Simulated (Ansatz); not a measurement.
C4H11As, triplet, at the geometry of the source list (a higher spin typed on purpose: for a closed-shell molecule this is an excited state). Base run: R2SCAN/STO-3G in Ansatz (an electronic-structure program).

The Ansatz input:
Ansatz 0.2 input:
```yaml
crystal:
  periodic: [false, false, false]
  atoms:
    - {symbol: C, position_ang: [-0.08740000, 1.16880000, 0.76160000]}
    - {symbol: C, position_ang: [0.00820000, -0.09490000, -0.08360000]}
    - {symbol: C, position_ang: [-0.10500000, -1.32450000, 0.81330000]}
    - {symbol: C, position_ang: [-1.10940000, -0.10710000, -1.12230000]}
    - {symbol: As, position_ang: [1.77300000, -0.19690000, -1.06620000]}
    - {symbol: H, position_ang: [-1.03760000, 1.20090000, 1.29690000]}
    - {symbol: H, position_ang: [-0.02260000, 2.05890000, 0.13380000]}
    - {symbol: H, position_ang: [0.71770000, 1.20280000, 1.49660000]}
    - {symbol: H, position_ang: [-0.02570000, -2.24060000, 0.22260000]}
    - {symbol: H, position_ang: [-1.05540000, -1.33510000, 1.34390000]}
    - {symbol: H, position_ang: [0.69840000, -1.32720000, 1.55240000]}
    - {symbol: H, position_ang: [-1.06060000, -1.01630000, -1.72710000]}
    - {symbol: H, position_ang: [-1.01950000, 0.75420000, -1.78950000]}
    - {symbol: H, position_ang: [-2.08880000, -0.06700000, -0.64170000]}
    - {symbol: H, position_ang: [1.81890000, 1.27520000, -1.36110000]}
    - {symbol: H, position_ang: [2.59580000, 0.04890000, 0.17040000]}
basis:
  gaussian:
    orbitals: STO-3G
hamiltonian:
  xc: r2scan
magnetization: {spin_polarized: true, initial_magnetization: 2}
```

The base run was repeated with changes; each row names its change, and settings that it needs were set with it.

```csv
change,E (Eh),<S^2>
base,-2367.47913,2.006
functional = b3lyp,-2367.47985,2.004
functional = B97M-V,-2367.32207,2.006
functional = pbe0,-2367.09859,2.005
functional = lc_wpbe,-2367.07669,2.006
functional = BHLYP,-2367.48001,2.006
functional = hf,-2365.05477,2.022
functional = pbe0; dispersion = d3bjatm,-2367.11164,2.005
functional = cam_b3lyp,-2367.43112,2.005
functional = wB97X-V,-2367.31137,2.005
functional = SVWN5,-2362.45014,2.002
functional = b3lyp5,-2367.22074,2.004
functional = blyp,-2367.23896,2.003
```

Total energies compare only within one method and basis.
